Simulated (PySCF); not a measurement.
Si(OH)2(OMe)(SMe), C2H8O3SSi, SMILES CS[Si](O)(O)OC at its GFN2-xTB optimised geometry (Å):

```
15

C      0.1582     1.6777    -0.8554
O     -0.2629     0.6471     0.0000
Si     0.2416    -0.8912     0.0000
O     -0.4459    -1.5666     1.3015
O      1.8657    -0.8912     0.0000
S     -0.4302    -2.0378    -1.6787
C     -2.2114    -2.1150    -1.3107
H      1.2377     1.8125    -0.7814
H     -0.3517     2.5889    -0.5436
H     -0.0995     1.4470    -1.8910
H     -0.5620    -1.0485     2.0944
H      2.3507    -1.6975    -0.1546
H     -2.6239    -1.1113    -1.3050
H     -2.6714    -2.7068    -2.0947
H     -2.3507    -2.5889    -0.3454
```

Level of theory: CAM-B3LYP/def2-TZVP in PySCF. Cells within 0.4 Å of a nucleus heavier than hydrogen are left out (blank, or x).

Map of the electrostatic potential (hartree/e), clipped to [-0.08, 0.12] on the plane z = 0.0 Å:

```
|33333333333333333333333333333|
|33333333333333333333333333333|
|33333333333333333333333333333|
|33333333333333333333333333322|
|33333333333444433333333333222|
|33333333333467643333333332222|
|33333333334599954333333322222|
|33332222233599975444333222222|
|33322222223479998664333222222|
|33322222222369999865332222222|
|33322222111399999754322222222|
|33322222100599998543221222222|
|3333222210089xx99532111112222|
|3333322211069xx99742000112222|
|33333322212599999997300012222|
|33333332234999999999971112222|
|33333333336999xx999xx94222223|
|33333333346999xx999xx99433333|
|33333333445999999999999754333|
|33333345554799999999999964433|
|33333479974469999989999964433|
|33333599994334566668999754433|
|33333599984222233445676554433|
|33333469853211122334555444333|
|33333344432211112233444443333|
|33333333322211112223333333333|
|33333333222211112223333333333|
|33333222222222222222333333333|
|33332222222222222222333333333|
```
Scale: ten equal steps from -0.052 (start of '0') to 0.120 (end of '9'), in the order '0123456789'; x runs from -5.00 to 5.00, y from -5.00 (bottom) to 5.00 (top).
